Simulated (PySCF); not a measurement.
From one molecule to another.

First species: C8H7O2P.
InChI=1S/C8H7O2P/c1-9-8-10-6-4-2-3-5-7(6)11-8/h2-5H,1H3

Second species: C8H12Si.
InChI=1S/C8H12Si/c9-6-7-2-1-3-8(7)4-5-8/h1-3H,4-6H2,9H3

Levels: PBE0/pcSseg-1 for dipole moment, HOMO energy, LUMO energy and HOMO–LUMO gap; GFN2-xTB for rotational constant A and rotational constant C. Geometries: GFN2-xTB. All species are isolated and taken at one optimised geometry, non-relativistic unless stated. Electronic properties by PySCF.

Dipoles, sizes and rotational constants follow the conformer. The torsions of the flexible species, by atom-mapped SMILES:
- `[CH3:1][O:2][c:3]1[o:4][c:5]2[cH:6][cH:7][cH:8][cH:9][c:10]2[p:11]1`: C1–O2–C3–O4 0°
- `[SiH3:1][CH2:2][C:3]1=[CH:4][CH:5]=[CH:6][C:7]12[CH2:8][CH2:9]2`: Si1–C2–C3–C4 81°

Values for the first species:

```
Dipole moment         : 2.81 D
HOMO energy           : -5.93 eV
LUMO energy           : -0.76 eV
HOMO–LUMO gap         : 5.17 eV
Rotational constant A : 2.280 GHz
Rotational constant C : 0.544 GHz
```

**Question.** Estimate the same properties for the second species, and the change in each.

**Answer.** 
| property | first | second | second less first |
| --- | --- | --- | --- |
| dipole moment | 2.81 D | 1.12 D | -1.69 D |
| HOMO energy | -5.93 eV | -5.80 eV | +0.13 eV |
| LUMO energy | -0.76 eV | -0.53 eV | +0.23 eV |
| HOMO–LUMO gap | 5.17 eV | 5.27 eV | +0.10 eV |
| rotational constant A | 2.280 GHz | 2.121 GHz | -0.159 GHz |
| rotational constant C | 0.544 GHz | 0.840 GHz | +0.296 GHz |

On the first: In atomic units the dipole is 1.11 e·bohr (1 au = 2.5417 D). A dipole of 2.81 D is allowed in Cs, and pure rotational transitions are dipole-allowed.

On the second: The dipole matches unit charges of opposite sign 0.23 Å apart (1 e·Å = 4.8032 D). A dipole of 1.12 D is allowed in C1, and pure rotational transitions are dipole-allowed.
